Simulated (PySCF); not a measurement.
CH5FN2Si2, SMILES [SiH2]1N[Si@H](F)C=N1. Geometry: PBE0-D3(BJ)/def2-SVP. The structure was generated by enumeration; whether it is a known compound was not checked.

Computed equilibrium geometry at PBE0-D3(BJ)/def2-SVP (PySCF confirms it by a frequency run) as a Z-matrix:
```
N
H 1 1.0134
Si 1 1.7187 2 123.76
F 3 1.6289 1 113.52 2 -68.82
Si 1 1.7504 2 124.16 3 178.23
N 5 1.7735 1 100.94 2 -176.07
C 6 1.2775 5 114.30 1 -0.73
H 7 1.1083 6 118.75 5 -179.85
H 3 1.4863 4 104.33 1 -126.29
H 5 1.4901 1 114.15 2 66.53
H 5 1.4903 10 109.08 6 -120.35
```
Charge 0, spin multiplicity 1.
